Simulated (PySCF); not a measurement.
Whose spectrum? (polycyclic quinone and quinodimethane)

All values: TDDFT PBE0/def2-SVP, gas phase, PySCF SCF with an in-house response code, fitting set def2-universal-JFIT up to Ne and JKFIT beyond, grid level 1 (kernel 0), vertical, one conformer each, geometries GFN2-xTB; core orbitals frozen in the response, virtual orbitals above 1.5 Eh left out. The lowest 6 singlets were sought, and the brightest is taken among them. The runs took 0.6 to 10 CPU minutes each on shared server CPUs.

Some members have dark charge-transfer states, which this functional places too low.

One system has its HOMO at -6.23 eV, its LUMO at -3.82 eV and these singlet states:

```json
{"state": "S1", "eV": "1.94", "f": "0.000"}
{"state": "S2", "eV": "2.07", "f": "0.149"}
{"state": "S3", "eV": "2.44", "f": "0.000"}
{"state": "S4", "eV": "2.80", "f": "0.075"}
{"state": "S5", "eV": "3.29", "f": "0.083"}
{"state": "S6", "eV": "3.43", "f": "0.058"}
```

(1) Which is it?
A. c1cc2cccc3c4ncnc5nncc(c(c1)c23)c54 (C16H8N4)
B. O=c1cc2c(=O)ccc3c-2c(c1)c1cccc2cccc3c21 (C20H10O2)
C. CS(=O)(=O)c1ccc2ccc(S(C)(=O)=O)c3c4c(S(C)(=O)=O)ccc5ccc(S(C)(=O)=O)c(c1c23)c54 (C24H20O8S4)

(2) How do the candidates compare?

## Answers

(1) B.

(2) 
```json
{"system": "CS(=O)(=O)c1ccc2ccc(S(C)(=O)=O)c3c4c(S(C)(=O)=O)ccc5ccc(S(C)(=O)=O)c(c1c23)c54", "HOMO / eV": "-6.15", "LUMO / eV": "-2.93", "S1 / eV": "2.68", "f(S1)": "0.182", "brightest state sought / eV": "2.68"}
{"system": "O=c1cc2c(=O)ccc3c-2c(c1)c1cccc2cccc3c21", "HOMO / eV": "-6.23", "LUMO / eV": "-3.82", "S1 / eV": "1.94", "f(S1)": "0.000", "brightest state sought / eV": "2.07"}
{"system": "c1cc2cccc3c4ncnc5nncc(c(c1)c23)c54", "HOMO / eV": "-6.36", "LUMO / eV": "-3.28", "S1 / eV": "1.94", "f(S1)": "0.000", "brightest state sought / eV": "3.05"}
```
